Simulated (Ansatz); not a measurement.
`O[SiH](F)[SiH](Cl)Cl` + `C[SiH](O)O` → `C[Si@H](O)O[Si@@H](O)F` + `Cl[SiH2]Cl`  (cleavage of the Si–Si bond)

Gas-phase electronic energies from Ansatz, PBE0-D4/def2-TZVP geometries. CCSD(T)/CBS adds triple-zeta CCSD(T) − MP2 to the extrapolated MP2 energy (def2 sets, frozen cores). DFT in def2-TZVPP. B3LYP here is the variant with VWN-RPA as its local correlation; programs differ in this. Each species was taken in one conformer, which may not be the lowest.

`O[SiH](F)[SiH](Cl)Cl`:

Cartesian coordinates in Å:
```
O -1.549 1.056 0.695
Si 0.069 0.995 0.523
F 0.804 0.875 1.938
Si 0.619 -0.947 -0.682
Cl 0.367 -0.592 -2.685
Cl -0.746 -2.365 -0.065
H -2.019 0.236 0.867
H 0.487 2.268 -0.097
H 1.968 -1.525 -0.493
```

`C[SiH](O)O`:

```xyz
10

C    -0.858    0.399    0.972
Si    0.111    0.047   -0.567
O     1.633    0.593   -0.255
O     0.095   -1.547   -0.980
H    -0.410   -0.097    1.838
H    -0.876    1.472    1.177
H    -1.888    0.050    0.871
H    -0.450    0.712   -1.769
H     2.269    0.551   -0.971
H     0.374   -2.179   -0.317
```

`C[Si@H](O)O[Si@@H](O)F`:

```xyz
14

C     0.280   -1.479   -1.565
Si    0.329    0.264   -0.964
O     1.671    0.437   -0.005
O    -0.997    0.580   -0.053
Si   -1.292    0.717    1.541
O    -0.108    0.029    2.414
F    -1.392    2.271    1.868
H    -0.638   -1.668   -2.126
H     0.312   -2.173   -0.721
H     1.132   -1.692   -2.215
H     0.381    1.264   -2.059
H     2.127    1.279   -0.039
H    -2.577    0.107    1.900
H     0.772    0.064    2.025
```

`Cl[SiH2]Cl`:

```xyz
5

Cl   -0.754    0.935    1.553
Si    0.001    0.058   -0.128
Cl    0.746   -1.788    0.317
H     1.102    0.897   -0.638
H    -1.094   -0.102   -1.104
```

| level | ΔE (kcal/mol) |
| --- | --- |
| B3LYP | -36.8 |
| SCS-MP2/def2-TZVPP | -40.3 |

Q: What does CCSD(T)/CBS give? (Best estimate.)

A: The calculation gave: -38.2 kcal/mol. The listed levels differ from it by 1.4, -2.1 kcal/mol.

Largest T1 diagnostic among the species: 0.012.

In def2-TZVPP, CCSD(T) changes the Hartree–Fock value by +5.0 kcal/mol (the triples alone add +0.8 kcal/mol) and MP2 by +4.0 kcal/mol. From PBE to PBE0 (25 % exact exchange), in def2-TZVPP and without D4, ΔE moves by −3.1 kcal/mol.
